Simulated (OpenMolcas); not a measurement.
**Multiplet structure of Ag2+**

```yaml
Program: OpenMolcas 26.06
Method: CASSCF
Basis: ANO-RCC-VTZP [7s6p4d2f1g]
Scalar_Hamiltonian: DKH2, point nucleus
Active_space: 9 electrons in 6 orbitals (4d 5s)
State_averaging: 2S+1 = 4 even, 10 roots; 2S+1 = 2 even, 29 roots
Spin-orbit_coupling: RASSI with atomic mean-field integrals over the reference wave functions, term energies averaged over their components
```

Spin-free terms above the lowest, with the occupations of the reference:

```json
{"Configuration": "4d9", "Term": "2D", "E (cm-1)": "0.0", "Occupations": "4d 9.00"}
{"Configuration": "4d8 5s", "Term": "4F", "E (cm-1)": "56105", "Occupations": "4d 8.00 5s 1.00"}
{"Configuration": "4d8 5s", "Term": "2F", "E (cm-1)": "64377", "Occupations": "4d 8.00 5s 1.00"}
{"Configuration": "4d8 5s", "Term": "4P", "E (cm-1)": "71626", "Occupations": "4d 8.00 5s 1.00"}
{"Configuration": "4d8 5s", "Term": "2D", "E (cm-1)": "72589", "Occupations": "4d 8.00 5s 1.00"}
{"Configuration": "4d8 5s", "Term": "2P", "E (cm-1)": "79504", "Occupations": "4d 8.00 5s 1.00"}
{"Configuration": "4d8 5s", "Term": "2G", "E (cm-1)": "79689", "Occupations": "4d 8.00 5s 1.00"}
```

With spin-orbit coupling, above the lowest level:

```
Configuration  Term    J  E (cm-1)  Measured (cm-1)      g  Term weight %  Second
          4d9    2D  5/2       0.0              0.0  1.200            100        
          4d9    2D  3/2      4626             4607  0.800            100        
       4d8 5s    4F  9/2     55017            63250  1.333            100        
       4d8 5s    4F  7/2     57506            65764  1.232             94    6 2F
       4d8 5s    4F  5/2     59740            68145  1.029             97        
       4d8 5s    4F  3/2     61061            69351  0.419             95    5 2D
       4d8 5s    2F  7/2     64651            71691  1.147             93    6 4F
       4d8 5s    2F  5/2     67834            73934  0.950             79   16 2D
       4d8 5s    4P  5/2     71291            76406  1.427             69   15 2D
       4d8 5s    4P  3/2     72900                   1.310             52   39 2D
       4d8 5s    4P  1/2     75012                   2.664            100        
       4d8 5s    4P  3/2     75389                   1.266             48   45 2D
       4d8 5s    2D  5/2     76952            82231  1.281             68   25 4P
       4d8 5s    2P  3/2     81637                   1.273             88   11 2D
       4d8 5s    2G  9/2     81670            85599  1.112            100        
       4d8 5s    2G  7/2     81715            85727  0.891             99        
       4d8 5s    2P  1/2     82617                   0.673            100
```

Against the 11 measured excited levels shown (Moore, Atomic Energy Levels, vol. III, NSRDS-NBS 35 (1971 reprint of NBS Circular 467, 1958)) the mean absolute deviation is 5900 cm-1; the largest miss in energy is 4d8 5s 4F 5/2: computed 59740, measured 68145 cm-1 (-12.3 %).

Spin-orbit coupling puts the lowest level 1851 cm-1 below the lowest spin-free term.

Without dynamic correlation excited terms often stand tens of per cent too high (terms of higher spin than the ground term too low), and those without a measured partner can miss by more than the paired ones. Some levels mix across a computed gap that differs much from the measured one, so their mixing is not that of the real levels. A single d shell beside an s shell can misplace configurations of different d count against each other. Measured partners are found by configuration, term and J. A level has none where our copy of the source lacks it or the pairing is in doubt (some pairs that miss far off the trend of their configuration count as doubtful), and it then counts in no deviation. Levels of configurations outside the active space are missing. The first state left out of the spin-orbit step lies near 110000 cm-1 above the lowest spin-free state of the reference (among the parities and spins computed), and the list stops at four fifths of that energy or lower.

The term weight is that of the spin-free term in the level, not the purity of its configuration.
